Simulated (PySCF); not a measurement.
C4H12Mo, SMILES [CH3][Mo]([CH3])([CH3])[CH3], multiplicity 1. Geometry: PBE-D3(BJ)/def2-SVP. The multiplicity is an assumed one; other spin states were not compared. The def2 effective core potentials stand for the cores of Mo; spin–orbit coupling is left out.

Computed equilibrium geometry at PBE-D3(BJ)/def2-SVP (PySCF confirms it by a frequency run) as a Z-matrix, and its point group:
point group D2d.
```
Mo
C 1 2.0611
H 2 1.1135 1 118.75
H 2 1.1135 3 109.87 1 -141.40
H 2 1.1273 3 108.11 4 -117.77
C 1 2.0611 2 111.90 3 169.59
H 6 1.1135 1 118.75 2 169.59
H 6 1.1135 7 109.87 1 -141.40
H 6 1.1273 7 108.11 8 -117.77
C 1 2.0611 2 104.72 3 -68.99
H 10 1.1135 1 118.75 2 68.99
H 10 1.1135 11 109.87 1 141.40
H 10 1.1273 11 108.11 12 117.77
C 1 2.0611 2 111.90 3 52.42
H 14 1.1135 1 118.75 2 -169.59
H 14 1.1135 15 109.87 1 141.40
H 14 1.1273 15 108.11 16 117.77
```
Charge 0, spin multiplicity 1.
